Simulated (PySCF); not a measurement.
Problem. Give a GFN2-xTB geometry of `O=C[SiH2]P([SiH3])[SiH3]`.

Solution. 
Z-matrix in Å and degrees, rows numbered from 1:
```
O 
C   1  1.2044
Si  2  1.9196  1  123.18
P   3  2.2008  2  104.99  1    17.12
Si  4  2.2560  3  104.50  2   -25.92
Si  4  2.2253  3  102.09  2  -132.73
H   2  1.1087  1  118.70  3   179.74
H   3  1.4638  2  106.32  1   134.81
H   3  1.4678  2  104.92  1  -109.79
H   5  1.4727  4  100.94  3  -159.77
H   5  1.4545  4  108.26  3    86.71
H   5  1.4606  4  113.67  3   -45.82
H   6  1.4659  4  113.57  3    62.78
H   6  1.4597  4  106.81  3  -176.04
H   6  1.4629  4  106.41  3   -57.14
```

Si5 (SiH3 silicon) is distorted tetrahedral (angles from 100.9° to 117.5°). The 3 P–Si bonds span 2.201 Å (Si3–P4, drawn single) to 2.256 Å (P4–Si5, drawn single), a spread of 0.055 Å. P4 (three-coordinate phosphorus) is pyramidal (angles 104.5°, 102.8° and 102.1°, sum 309.4°, 0.95 Å off the plane of its three neighbours). Of the pairs four or more bonds apart, O1···Si5 is among the closest relative to their van der Waals radii: 2.70 Å, 75 % of the sum of Bondi's values.

The geometry is computed with GFN2-xTB (gas phase).

Point group: C1 (no symmetry element, even within 0.4 Å). Not checked by GFN2-xTB frequencies. One conformer, not necessarily the lowest (O1–C2–Si3–P4 17°, C2–Si3–P4–Si5 -26°).
